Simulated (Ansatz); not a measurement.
Abridged output of a molecular run in Ansatz:

```
Functional definition: HF
791 factors; integrals over basis functions are off by at most 1.4e-3 eV
mean field evaluation 1: about -68421.0288 eV, gradient 2.8e1 eV
mean field evaluation 2: about -68421.0779 eV, gradient 2.8e1 eV
mean field evaluation 4: about -68422.8788 eV, gradient 2.8e0 eV
mean field evaluation 8: about -68422.9080 eV, gradient 1.1e-4 eV
mean field -68422.90795392 eV, -2514.4954885937 hartree, gradient 2.1e-6 eV, S^2 0.000000; 0 other end points of the search recorded, 0 dependent functions left out
11 core orbitals not correlated: weight in the atoms' cores, before any rotation towards them, 1.000 or more for the frozen orbitals, at most 0.000 for the correlated occupied ones
reference -68422.90795392 eV, -2514.4954885937 hartree; 15, 15 occupied and 54, 54 virtual orbitals, 791 factors
second order -15.47549273 eV of doubles, -0.00000000 eV of singles
cycle   1  -15.69634744 eV  change   -2.2e-1 eV  update   7.9e-2
cycle   2  -16.08611073 eV  change   -3.9e-1 eV  update   2.3e-2
cycle   3  -16.15072123 eV  change   -6.5e-2 eV  update   1.1e-2
cycle   4  -16.14580153 eV  change    4.9e-3 eV  update   2.6e-3
cycle   5  -16.14656373 eV  change   -7.6e-4 eV  update   1.3e-3
cycle   6  -16.14669494 eV  change   -1.3e-4 eV  update   4.4e-4
cycle   7  -16.14637069 eV  change    3.2e-4 eV  update   1.7e-4
cycle   8  -16.14636627 eV  change    4.4e-6 eV  update   6.0e-5
cycle   9  -16.14637953 eV  change   -1.3e-5 eV  update   2.4e-5
perturbative correction -0.41183446 eV, -0.0151346371 hartree
Total energy: -68439.46616791 eV, -2515.1039917342 hartree
```

Its atoms:

Z-matrix (Å, degrees):
```
C
Se 1 1.972
O 1 1.389 2 115.0
H 1 1.089 2 105.2 3 -117.8
H 1 1.093 2 106.5 3 126.5
H 2 1.469 1 94.9 3 -93.9
H 3 0.961 1 109.0 2 57.7
```

Task: Which basis set was used?
A. def2-TZVPPD
B. cc-pV(T+d)Z
C. cc-pV(Q+d)Z
D. def2-SVP

Result: D. It gives 80 functions.

Task: Write the keys of the input that set method, charge and spin (a neutral closed shell needs none for the last two).

Result: 
```yaml
correlation: {method: ccsd_t}
```
